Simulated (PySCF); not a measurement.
F2GeH4Si.
Numbering: `[F:1][GeH:2]([F:3])[SiH3:4]` (hydrogens: H5 on Ge2; H6, H7, H8 on Si4)

Method used: PBE0-D3(BJ)/def2-SVP geometry optimisation, gas phase in PySCF.

(1) List the bond lengths and angles at this level.

Answers

(1) 
| bond | length (bohr) | order |
| --- | --- | --- |
| F1–Ge2, Ge2–F3 | 3.285 | single |
| Ge2–Si4 | 4.501 | single |
| Ge2–H5 | 2.904 | single |
| Si4–H6, Si4–H7, Si4–H8 | 2.818 | single |

Bonds in one row agree within 0.02 bohr and their mean is given. Orders are formal, as drawn. A selection of angles:
| angle | degrees |
| --- | --- |
| F1–Ge2–F3 | 104.2 |
| F1–Ge2–Si4 | 108.2 |
| F1–Ge2–H5 | 106.5 |
| Si4–Ge2–H5 | 122.0 |
| Ge2–Si4–H6 | 108.7 |
| Ge2–Si4–H8 | 108.1 |
| H6–Si4–H7 | 110.2 |
| H6–Si4–H8 | 110.6 |

Si4 (SiH3 silicon) is tetrahedral (angles from 108.1° to 110.6°). Ge2 (germanium bonded to 2 F, Si and H) is distorted tetrahedral (angles from 104.2° to 122.0°).

Point group: Cs (every atom within 0.08 Å of its image). Whether it is a minimum is left open (no frequencies).

On Arm Neoverse V1, one thread, on a shared host, this took 23 s and 0.41 GiB of memory at its peak. These figures are those of the optimisation.
